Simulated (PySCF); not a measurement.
**P²⁺ (phosphorus, charge +2) across methods**

[Ne] 3s1 3p2, high-spin 4P determinant (an excited configuration). Calculation: PySCF 2.14, in aug-cc-pV(T+d)Z; the non-relativistic Hamiltonian (point nucleus).

| method | E (hartree) | mean ε 2p β (eV) | mean ε 3s α (eV) | mean ε 3p α (eV) | Σ⟨r²⟩ (bohr²) | ⟨S²⟩ |
| --- | --- | --- | --- | --- | --- | --- |
| LDA | -338.6193 | -148.73 | -35.762 | -26.030 | 14.48 | 3.750 |
| TPSS | -339.9256 | -149.30 | -36.056 | -26.239 | 14.44 | 3.750 |
| UHF | -339.44851 | -170.98 | -43.589 | -31.533 | 14.58 | 3.750 |
| r2SCAN | -339.8931 | -151.00 | -36.523 | -26.525 | 14.43 | 3.750 |
| r2SCAN0 | -339.8916 | -156.24 | -38.368 | -27.855 | 14.43 | 3.750 |
| CAM-B3LYP | -339.9046 | -155.66 | -39.350 | -28.858 | 14.46 | 3.750 |
| PBE | -339.7413 | -148.75 | -35.824 | -26.129 | 14.47 | 3.750 |
| PBE0 | -339.7781 | -154.62 | -37.905 | -27.604 | 14.46 | 3.750 |
| revPBE | -339.8446 | -148.72 | -35.817 | -26.135 | 14.47 | 3.750 |
